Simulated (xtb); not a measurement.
SiFH₂I, SMILES F[SiH2]I. All values are semi-empirical tight-binding results from xtb (GFN2-xTB unless named), good for trends rather than for accurate numbers. Geometry: GFN2-xTB.

Optimised geometry:

```xyz
5

Si     0.5340    -1.5147     0.0000
F     -0.8450    -2.3202     0.0000
I     -0.0425     0.8634     0.0000
H      1.1913    -1.8359     1.2442
H      1.1913    -1.8359    -1.2442
```
Charge 0, spin multiplicity 1.

| Property | Result |
|---|---|
| point group as xtb finds it | Cs |
| orbital gap | 5.61 eV |
| zero-point energy | 12.7 kcal/mol |
| G − E(el) at 298.15 K (modified RRHO) | -5.7 kcal/mol |
| static polarisability (D4 model) | 64.5 bohr³ |
| solvation energy, GFN2-xTB/ALPB(water) | -0.5 kcal/mol |
| solvation energy, GFN2-xTB/ALPB(hexane) | -2.7 kcal/mol |

Question: Give the atomic charges and the Wiberg bond orders between heavy atoms. (The exact figures need the calculation; the answer reports its results.)

Answer: charges (e) Si1 0.56, F2 -0.26, I3 -0.16, H4 -0.07, H5 -0.07. Bond orders Si1–F2 1.13, Si1–I3 1.09.
